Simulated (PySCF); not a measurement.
B(F)(OMe)(OSiH3) (CH6BFO2Si), SMILES [SiH3]OB(OC)F. Heavy atoms are numbered as in [B:1]([F:2])([O:3][CH3:4])[O:8][SiH3:9]. Hydrogens are named by the atom that carries them.

Geometry: r2SCAN-D4/def2-SVP. The structure was generated by enumeration, and PubChem lists no compound with its InChIKey, so it may never have been made. The values are those of a single conformer.

The numbers are results of PySCF with KT2/pcSseg-1, not measurements.

GIAO shieldings, no solvent; atoms alike by connectivity are averaged. δ = σ(ref) − σ: ¹¹B against BF3 (σ = 89.8 ppm); ¹⁹F against CFCl3 (σ = 127.1 ppm); ¹⁷O against H2O (σ = 330.4 ppm); ¹³C against TMS (σ = 185.1 ppm); ¹H against TMS (σ = 31.47 ppm); ²⁹Si against TMS (σ = 361.9 ppm), references at their B3LYP-D3(BJ)/def2-TZVP geometries, non-relativistic.

```
nucleus       atoms  count  δ (ppm)
-------  ----------  -----  -------
¹¹B              B1      1      2.9
¹⁹F              F2      1   -176.6
¹⁷O              O3      1     77.2
¹⁷O              O8      1     65.9
¹³C        C4 (CH3)      1     56.4
¹H         H on Si9      3     5.26
¹H          H on C4      3     4.13
²⁹Si     Si9 (SiH3)      1    -29.5
```
